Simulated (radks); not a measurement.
The numbers below are computed, except where a source is named.
Task: All-electron atom: neutral sulfur in [Ne] 3s2 3p4. Level of theory: non-relativistic Kohn-Sham, r2SCAN, spin-polarised, spherical densities, point nucleus; open shells are filled with parallel spins first; meta-GGA in the generalised Kohn-Sham scheme (a radial shooting solver on a logarithmic mesh with Libxc functionals). Some entries of the table are withheld. Estimate them.

| orbital | occ. | eigenvalue (Ry) | <r^2> (bohr^2) |
|---|---|---|---|
| 1s up | 1 | -177.1949 | 0.01273 |
| 1s down | 1 | -177.1675 | 0.01273 |
| 2s up | 1 | (1) | 0.2730 |
| 2s down | 1 | (2) | 0.2730 |
| 2p up | 3 | -11.70481 | 0.2445 |
| 2p down | 3 | -11.67370 | 0.2444 |
| 3s up | 1 | -1.38710 | 3.368 |
| 3s down | 1 | -1.20431 | 3.484 |
| 3p up | 3 | (3) | 4.906 |
| 3p down | 1 | (4) | 5.448 |

Result: 
(1) 2s up eigenvalue (Ry): -15.81337
(2) 2s down eigenvalue (Ry): -15.79796
(3) 3p up eigenvalue (Ry): -0.59843
(4) 3p down eigenvalue (Ry): -0.43274
